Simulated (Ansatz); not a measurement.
CH6BClOSi (`OB(Cl)C[SiH3]`), relaxed with RKS PBE0-D4/def2-TZVP in the Gaussian-basis code of Ansatz from a PBE-D4/def2-SVP geometry. The force threshold is 0.005 eV/Å; the program also tests the step.

Charge 0, multiplicity 1.

Start:

```xyz
11

O     1.496    0.875    1.416
B     0.478    1.058    0.533
Cl   -0.767    2.302    0.895
C     0.362    0.169   -0.744
Si   -0.833   -1.287   -0.472
H     1.430    1.470    2.186
H    -0.034    0.741   -1.608
H     1.350   -0.260   -1.015
H    -0.367   -2.138    0.679
H    -2.216   -0.781   -0.165
H    -0.899   -2.148   -1.706
```

Question: By how much does the energy fall, and how many steps does the optimiser take? (Best estimate.)

Answer: The calculation gave: 0.03 eV, in 6 steps.

Question: Which bonds change most? (An estimate is asked.)

Answer: Computed: Si5–H11 from 1.506 to 1.487 Å; C4–Si5 from 1.903 to 1.884 Å; Si5–H10 from 1.505 to 1.486 Å; Si5–H9 from 1.505 to 1.487 Å.

Question: Give the relaxed structure. (An estimate is asked.)

Answer: Computed: 
```xyz
11

O     1.479    0.868    1.410
B     0.473    1.051    0.529
Cl   -0.749    2.304    0.875
C     0.350    0.165   -0.735
Si   -0.827   -1.282   -0.468
H     1.432    1.453    2.172
H    -0.043    0.731   -1.583
H     1.323   -0.256   -1.004
H    -0.364   -2.121    0.668
H    -2.197   -0.789   -0.171
H    -0.876   -2.123   -1.693
```
